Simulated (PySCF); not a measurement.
Species: C₆H₉O₂ (doublet state).
Z-matrix (Å and degrees, GFN2-xTB geometry), rows numbered from 1:
```
C 
C   1  1.3190
C   2  1.5023  1  133.91
C   3  1.5383  2   88.75  1  -162.50
C   2  1.5230  1  132.61  3  -167.31
C   5  1.4794  2  117.14  1    43.17
O   6  1.3736  5  117.48  2  -118.59
O   6  1.3799  5  120.69  2    28.02
H   1  1.0779  2  121.65  3    -6.20
H   1  1.0776  2  121.63  3   175.79
H   3  1.0895  2  113.05  1    82.13
H   3  1.0899  2  115.68  1   -43.75
H   4  1.0865  3  115.93  2  -125.99
H   4  1.0880  3  113.32  2   106.53
H   5  1.0902  2  113.55  1   -83.45
H   7  0.9646  6  107.59  5   161.86
H   8  0.9660  6  109.68  5    -6.30
```

The hyperfine couplings belong to this conformer and change with its torsions.

Identity: `C=C1CC[C@@H]1[C](O)O` [radical].

Level of theory: UKS B3LYP, pcH-1 on C H O, non-relativistic, mean-field spin-orbit, GIAO (PySCF). Geometry: GFN2-xTB, one conformer, isolated molecule. A GFN2-xTB geometry isn't a minimum of the functional, and hyperfine couplings can be far from their values at a DFT geometry. The SCF solution wasn't tested for stability.

Principal values of hyperfine tensors in MHz (contact and dipolar terms together), for some of the nuclei:

```tsv
atom	isotope	A1	A2	A3
C6	13C	180.59	181.29	400.00
O8	17O	-96.77	-42.66	-41.34
C4	13C	54.39	54.61	64.35
C2	13C	49.84	51.12	64.78
O7	17O	-90.33	-7.76	-4.86
H17	1H	14.92	18.54	38.35
H14	1H	-8.11	-5.27	4.18
C5	13C	-0.57	0.92	8.11
```

Problem. Split each tensor into its isotropic and traceless parts, and turn a_iso into mT with g = 2.0031.

Solution. a_iso = (A1 + A2 + A3)/3, Ti = Ai − a_iso; 1 mT corresponds to 28.036 MHz.

```
atom  a_iso (MHz)  a_iso (mT)      T1      T2      T3
  C6       253.96       9.058  -73.37  -72.67  146.04
  O8       -60.25      -2.149  -36.52   17.60   18.92
  C4        57.78       2.061   -3.39   -3.17    6.56
  C2        55.24       1.970   -5.40   -4.13    9.53
  O7       -34.32      -1.224  -56.02   26.56   29.45
 H17        23.94       0.854   -9.02   -5.40   14.41
 H14        -3.07      -0.109   -5.04   -2.21    7.25
  C5         2.82       0.101   -3.39   -1.90    5.29
```

Problem. What spin density at the nucleus of C5 lies behind its contact coupling (g_N = 1.40482)?

Solution. a_FC = 800.24 MHz bohr³ × g_N × ρ(0)/(2S). With a_FC = 2.82 MHz and 2S = 1, ρ(0) = 0.002508 bohr⁻³.

Problem. H16 (1H, g_N = 5.58569) isn't in the table. Its spin density at the nucleus is -0.002446 bohr⁻³. What is its contact coupling?

Solution. By the same relation, a_FC = -10.93 MHz. Its full tensor has the principal values -23.21, -19.19, 9.60 MHz.

Problem. Name the largest traceless tensor T of the table and describe it.

Solution. C6: -73.4, -72.7, 146.0 MHz, axial, in the ratio −1:−1:+2, the form that spin in one p orbital centred on that nucleus gives.

Problem. What first-order splitting does C4 cause when the field lies along A1, A2 or A3 of its tensor (g taken as isotropic, no quadrupole term)?

Solution. 2 lines (I = 1/2), spaced by |A_i|/(g × 13.996): 1.94, 1.95, 2.30 mT along the axes of A1, A2 and A3.

On an Arm Neoverse V2 with one thread (shared host), this took 87 s of wall time (with the writing of density and orbital grids) and 0.97 GiB of memory at its peak.
